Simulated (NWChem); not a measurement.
Everything below was run with NWChem. System: hydrogen selenide (H2Se), charge 0, spin multiplicity 1, at a geometry optimised with PBE0/def2-SVP. Level: CCSD(T)/def2-SVP, 9 core orbitals frozen.

Input file:

```
start mol
memory heap 100 mb stack 700 mb global 1900 mb
geometry units angstroms nocenter noautoz
  Se     0.000000     0.000000    -0.057076
  H      1.050246     0.000000     0.970291
  H     -1.050246     0.000000     0.970291
  symmetry group C2v
end
basis spherical
  * library def2-svp
end
scf
  rhf
  nopen 0
  maxiter 100
  thresh 1e-7
  semidirect memsize 60000000 filesize 0
end
ccsd
  freeze core 9
  maxiter 60
end
task ccsd(t) energy
```

Output (cleaned and shortened):

```
             Northwest Computational Chemistry Package (NWChem) 7.3.0
             --------------------------------------------------------

                                NWChem Input Module
                                -------------------

 Scaling coordinates for geometry "geometry" by  1.889725989
 (inverse scale =  0.529177249)

 Turning off AUTOSYM since
 SYMMETRY directive was detected!

                             Geometry "geometry" -> ""
                             -------------------------

 Output coordinates in angstroms (scale by  1.889725989 to convert to a.u.)

  No.       Tag          Charge          X              Y              Z
 ---- ---------------- ---------- -------------- -------------- --------------
    1 Se                  34.0000     0.00000000     0.00000000    -0.05707600
    2 H                    1.0000     1.05024600     0.00000000     0.97029100
    3 H                    1.0000    -1.05024600     0.00000000     0.97029100

 Effective nuclear repulsion energy (a.u.)      24.7444849950

            Nuclear Dipole moment (a.u.)
            ----------------------------
        X                 Y               Z
 ---------------- ---------------- ----------------
     0.0000000000     0.0000000000    -0.0000037795

      Symmetry information
      --------------------

 Group name             C2v
 Group number             16
 Group order               4
 No. of unique centers     2

      Symmetry unique atoms

     1    2


 Summary of "ao basis" -> "" (spherical)
 ------------------------------------------------------------------------------
       Tag                 Description            Shells   Functions and Types
 ---------------- ------------------------------  ------  ---------------------
 *                          def2-svp                  on all atoms

 Summary of "ao basis" -> "ao basis" (spherical)
 ------------------------------------------------------------------------------
       Tag                 Description            Shells   Functions and Types
 ---------------- ------------------------------  ------  ---------------------
 Se                         def2-svp                12       32   5s4p3d
 H                          def2-svp                 3        5   2s1p

                                 NWChem SCF Module
                                 -----------------

  ao basis        = "ao basis"
  functions       =    42
  atoms           =     3
  closed shells   =    18
  open shells     =     0
  charge          =   0.00
  wavefunction    = RHF
  use symmetry    = T
  symmetry adapt  = T

 Summary of "ao basis" -> "ao basis" (spherical)
 ------------------------------------------------------------------------------
       Tag                 Description            Shells   Functions and Types
 ---------------- ------------------------------  ------  ---------------------
 Se                         def2-svp                12       32   5s4p3d
 H                          def2-svp                 3        5   2s1p

      Symmetry analysis of basis
      --------------------------

        a1         19
        a2          4
        b1         11
        b2          8

 Forming initial guess at       0.1s

      Superposition of Atomic Density Guess
      -------------------------------------

 Sum of atomic energies:       -2400.51034325

      Non-variational initial energy
      ------------------------------

 Total energy =   -2400.655561
 1-e energy   =   -3392.968820
[...]
   6     -0.2601400739  2.405D-06  7.315D-05     0.75     0.00     0.72
   7     -0.2601396062  4.678D-07  1.551D-05     0.74     0.00     0.71
   8     -0.2601395434  6.281D-08  4.702D-06     0.75     0.00     0.72
   9     -0.2601399086 -3.653D-07  2.406D-06     0.75     0.00     0.72
  10     -0.2601398544  5.421D-08  3.458D-07     0.80     0.00     0.77
                  *************converged*************
-------------------------------------------------------------------------

 -----------
 CCSD Energy
 -----------
 Reference energy:           -2400.705229790726207
 CCSD corr. energy:             -0.260139854421348
 Total CCSD energy:          -2400.965369645147348

 --------------------------------
 Spin Component Scaled (SCS) CCSD
 --------------------------------
 Same spin contribution:                 -0.066124107335134
 Same spin scaling factor:                1.130000000000000
 Opposite spin contribution:             -0.194015747086214
 Opposite spin scaling fact.:             1.270000000000000
 SCS-CCSD correlation energy:            -0.321120240088193
 Total SCS-CCSD energy:               -2401.026350030814228
 memory            104852892

*********triples calculation*********

nkpass=    1; nvpass=    1; memdrv=          37896; memtrn=         460699; memavail=      104852660
 memory available/node                      104852660
 total number of virtual orbitals        24
 number of virtuals per integral pass    24
 number of integral evaluations           1
 number of occupied per triples pass      9
 number of triples passes                 1

 commencing integral evaluation        1 at           8.40
  symmetry use  T
task         2 out of       171 done   1%  at       0.1 secs
task         9 out of       171 done   5%  at       0.2 secs
task        18 out of       171 done  10%  at       0.4 secs
task        30 out of       171 done  17%  at       0.4 secs
task        35 out of       171 done  20%  at       0.5 secs
task        45 out of       171 done  26%  at       0.5 secs
task        52 out of       171 done  30%  at       0.5 secs
task        60 out of       171 done  35%  at       0.6 secs
task        69 out of       171 done  40%  at       0.6 secs
task        77 out of       171 done  45%  at       0.6 secs
task        87 out of       171 done  50%  at       0.7 secs
task        95 out of       171 done  55%  at       0.7 secs
task       103 out of       171 done  60%  at       0.7 secs
task       114 out of       171 done  66%  at       0.8 secs
task       122 out of       171 done  71%  at       0.8 secs
task       129 out of       171 done  75%  at       0.8 secs
task       137 out of       171 done  80%  at       0.8 secs
task       147 out of       171 done  85%  at       0.8 secs
task       154 out of       171 done  90%  at       0.8 secs
task       164 out of       171 done  95%  at       0.9 secs
task       171 out of       171 done 100%  at       0.9 secs
 commencing triples evaluation - blocking       1
 ccsd(t): done        1 out of       24 progress:    4.2%
 ccsd(t): done        2 out of       24 progress:    8.3%
 ccsd(t): done        3 out of       24 progress:   12.5%
 ccsd(t): done        4 out of       24 progress:   16.7%
 ccsd(t): done        5 out of       24 progress:   20.8%
 ccsd(t): done        6 out of       24 progress:   25.0%
 ccsd(t): done        7 out of       24 progress:   29.2%
 ccsd(t): done        8 out of       24 progress:   33.3%
 ccsd(t): done        9 out of       24 progress:   37.5%
 ccsd(t): done       10 out of       24 progress:   41.7%
 ccsd(t): done       11 out of       24 progress:   45.8%
 ccsd(t): done       12 out of       24 progress:   50.0%
 ccsd(t): done       13 out of       24 progress:   54.2%
 ccsd(t): done       14 out of       24 progress:   58.3%
 ccsd(t): done       15 out of       24 progress:   62.5%
 ccsd(t): done       16 out of       24 progress:   66.7%
 ccsd(t): done       17 out of       24 progress:   70.8%
 ccsd(t): done       18 out of       24 progress:   75.0%
 ccsd(t): done       19 out of       24 progress:   79.2%
 ccsd(t): done       20 out of       24 progress:   83.3%
 ccsd(t): done       21 out of       24 progress:   87.5%
 ccsd(t): done       22 out of       24 progress:   91.7%
 ccsd(t): done       23 out of       24 progress:   95.8%
 ccsd(t): done       24 out of       24 progress:  100.0%
 Time for integral evaluation pass     1        0.87
 Time for triples evaluation pass      1        0.25

 pseudo-e(mp4)  -0.59596485305659E-02
 pseudo-e(mp5)   0.31044629617016E-03
        e(t)    -0.56492022343957E-02

 --------------
 CCSD(T) Energy
 --------------
 Reference energy:                   -2400.705229790726207

 CCSD corr. energy:                     -0.260139854421348
 T(CCSD) corr. energy:                  -0.005959648530566
 Total CCSD+T(CCSD) energy:          -2400.971329293678082

 CCSD corr. energy:                     -0.260139854421348
 (T) corr. energy:                      -0.005649202234396
 Total CCSD(T) energy:               -2400.971018847381856

 routine      calls  cpu(0)   cpu-min  cpu-ave  cpu-max   i/o
 aoccsd          1     0.01     0.01     0.01     0.01    0.00
 iterdrv         1     0.01     0.01     0.01     0.01    0.00
 pampt          10     0.03     0.03     0.03     0.03    0.00
 t2pm           10     0.04     0.04     0.04     0.04    0.00
 sxy            10     0.08     0.08     0.08     0.08    0.00
 ints       292410     6.03     6.03     6.03     6.03    0.00
 t2eri        1710     0.85     0.85     0.85     0.85    0.00
 idx2         1710     0.19     0.19     0.19     0.19    0.00
 idx34          10     0.02     0.02     0.02     0.02    0.00
 ht2pm          10     0.06     0.06     0.06     0.06    0.00
 itm            10     0.16     0.16     0.16     0.16    0.00
 pdiis          10     0.01     0.01     0.01     0.01    0.00
 triples         1     0.00     0.00     0.00     0.00    0.00
 rdtrpo          1     0.00     0.00     0.00     0.00    0.00
 trpmos          1     0.87     0.87     0.87     0.87    0.00
 trpdrv          1     0.05     0.05     0.05     0.05    0.00
 dovvv       19440     0.05     0.05     0.05     0.05    0.00
 doooo       19440     0.03     0.03     0.03     0.03    0.00
 tengy       17496     0.10     0.10     0.10     0.10    0.00
 Total                 8.59     8.59     8.59     8.59    0.00

 Task  times  cpu:       10.0s     wall:       10.0s

 Total times  cpu:       10.0s     wall:       10.0s
```
